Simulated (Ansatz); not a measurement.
Geometry optimisation, Ansatz, UKS B3LYP/def2-SVP.

The input (input.yaml):

```yaml
crystal:
  periodic: [false, false, false]
  atoms:
    - { symbol: F, position_ang: [-1.9463, -0.7134, 1.0557] }
    - { symbol: C, position_ang: [-1.5286, 0.6017, 0.7805] }
    - { symbol: O, position_ang: [-0.3527, 0.9971, 1.4137] }
    - { symbol: Si, position_ang: [0.0701, 0.84, -0.1923] }
    - { symbol: Si, position_ang: [1.229, -1.0017, -0.6698] }
    - { symbol: H, position_ang: [-2.3403, 1.3239, 0.7039] }
    - { symbol: H, position_ang: [0.303, 2.1668, -0.7834] }
    - { symbol: H, position_ang: [1.3227, -1.2013, -2.1302] }
    - { symbol: H, position_ang: [0.6889, -2.2246, -0.0063] }
    - { symbol: H, position_ang: [2.6373, -0.8397, -0.169] }
magnetization:
  spin_polarized: true
basis:
  gaussian: { orbitals: def2-SVP }
hamiltonian:
  xc: b3lyp
relax:
  f_tol: 0.02
  max_steps: 50
output:
  orbitals: {}
```

Launched with:

```bash
$ ansatz run input.yaml --threads 2 --pin off --max-ram 3072MiB --backend cpu --events-out ev --progress --plain --runs-dir out
```

Where does it end, and by what steps?

The forces met the threshold. After 6 steps the energy has fallen by 0.320 eV; H6 moved furthest, 0.13 Å.

```csv
step,energy less start (eV),largest force component (eV/Å),accepted
0,0.0000,2.292,yes
1,-0.2675,0.962,yes
2,-0.3110,0.487,yes
3,-0.3169,0.221,yes
4,-0.3199,0.038,yes
5,-0.3203,0.023,yes
6,-0.3204,0.014,yes
```

```xyz
10
Properties=species:S:1:pos:R:3
F -2.028 -0.624 1.062
C -1.563 0.623 0.759
O -0.419 0.982 1.482
Si 0.015 0.831 -0.190
Si 1.330 -1.041 -0.690
H -2.393 1.345 0.817
H 0.336 2.131 -0.841
H 1.369 -1.230 -2.170
H 0.715 -2.227 -0.035
H 2.721 -0.841 -0.190
```

Whether the end is a true minimum wasn't checked by a vibrational analysis.

Time of the run: 67 s on 2 threads of AMD EPYC 7571, with other jobs on the host, peak memory 0.32 GiB.
